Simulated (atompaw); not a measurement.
**Building the PAW (atompaw) potential for molybdenum (Mo) (LDA (PW92), scalar-relativistic).**

The input file (atompaw 4.2.0.5):

```
Mo 42
LDA-PW scalarrelativistic loggrid 1500 logderivrange -2 5 176
5 5 4 0 0 0
5 0 0
5 1 0
4 2 6
0 0 0
c
c
c
c
v
c
c
c
v
c
v
3
3.00 2.20 2.95 2.65
y
4.75
n
y
4.4
n
y
0.35
n
y
0.15
y
2
n
bloechl sinc
bessel
PWSCFOUT
UPFDX 0.0125d0 UPFXMIN -7.d0 UPFZMESH 42.d0
END
```

Command:

```bash
atompaw < Mo.input > Mo.log
```

Resulting log (summary file):

```
Completed calculations for Mo (AE)

 Exchange-correlation type: LDA, Perdew-Wang correlation

 Radial integration grid is logarithmic
 r0 =   2.0453037E-04 h =   8.5902757E-03   n =      1500 rmax =   8.0000000E+01

 Scalar relativistic calculation

 AEatom converged in  34 iterations
   nz     =  42.00
   delta  =       5.882332573842E-16

 All Electron Orbital energies:
  n  l      occupancy      energy
  1  0      2.0000000E+00 -1.4547661E+03
  2  0      2.0000000E+00 -2.0537163E+02
  3  0      2.0000000E+00 -3.4780496E+01
  4  0      2.0000000E+00 -4.5808610E+00
  5  0      0.0000000E+00 -2.7287236E-01
  2  1      6.0000000E+00 -1.8372099E+02
  3  1      6.0000000E+00 -2.7685741E+01
  4  1      6.0000000E+00 -2.6890407E+00
  5  1      0.0000000E+00 -6.3359662E-02
  3  2      1.0000000E+01 -1.6102618E+01
  4  2      6.0000000E+00 -1.8474010E-01

 Total energy
   Total                    :    -8088.77852708323826

 ---
 Completed calculations for Mo (SC)

 Exchange-correlation type: LDA, Perdew-Wang correlation

 Radial integration grid is logarithmic
 r0 =   2.0453037E-04 h =   8.5902757E-03   n =      1500 rmax =   8.0000000E+01

 Scalar relativistic calculation

 SCatom converged in   3 iterations
   nz     =  42.00
   delta  =       1.527942676462E-17

 Valence Electron Orbital energies:
  n  l      occupancy      energy
   5  0      0.0000000E+00 -2.7287236E-01
   5  1      0.0000000E+00 -6.3359662E-02
   4  2      6.0000000E+00 -1.8474010E-01

 Total energy
   Total                    :    -8088.77852708006230
   Valence                  :     -247.65524218512866

 PAW parameters:
       lmax =            3
         rc =    3.0055958373128777
        irc =         1118
   rc_shape =    2.2060448327166613
    rc_vloc =    2.9543956130981917
    rc_core =    2.6649979122347718
   Vloc: truncated form - Vps(r)=A.sin(qr)/r for r<rc
   Projector type: Bloechl + Gram-Schmidt ortho.
   Sinc^2 compensation charge shape zeroed at   2.2060E+00

 Number of basis functions     8
 No.   n  nodes  l      Energy         Cp coeff         Occ
  1    5    4    0   -0.2728724E+00 -0.3322888E+01  0.0000000E+00
  2  999    5    0    0.4750000E+01 -0.8040939E+01  0.0000000E+00
  3    5    3    1   -0.6335966E-01 -0.5628061E+01  0.0000000E+00
  4  999    4    1    0.4400000E+01 -0.7024989E+01  0.0000000E+00
  5    4    1    2   -0.1847401E+00  0.7408445E+01  0.6000000E+01
  6  999    2    2    0.3500000E+00  0.8405119E+01  0.0000000E+00
  7  999    0    3    0.1500000E+00  0.4253666E+01  0.0000000E+00
  8  999    1    3    0.2000000E+01  0.2436688E+02  0.0000000E+00

 Eigenvalues of overlap operator (in the basis of projectors):
    1        1.05084501E-01
    2        2.68017336E-01
    3        4.92439597E-01
    4        6.72360232E-01
    5        3.84176894E+00
    6        5.43772235E+00
    7        5.77789341E+00
    8        2.72564625E+01

 Orbital leakage outside PAW augmentation regions
   orb  is_core?  %out_of_sphere
   1 0    T           0.00
   2 0    T           0.00
   3 0    T           0.00
   4 0    T           0.05
   5 0    F          65.35
   2 1    T           0.00
   3 1    T           0.00
   4 1    T           0.33
   5 1    F          90.01
   3 2    T           0.00
   4 2    F          18.82

 Summary of PAW energies
   Total valence energy     :   -247.65524434969376
   Smooth energy            :     15.67422677310911
   One center               :   -263.32947112280289
   Smooth kinetic           :      9.48735447568302
   Vloc energy              :      3.02443917519294
   Smooth exch-corr         :     -3.12609718742014
   One-center xc            :   -235.49095370867451
```

The run took about 12 s on one core of a shared server CPU.
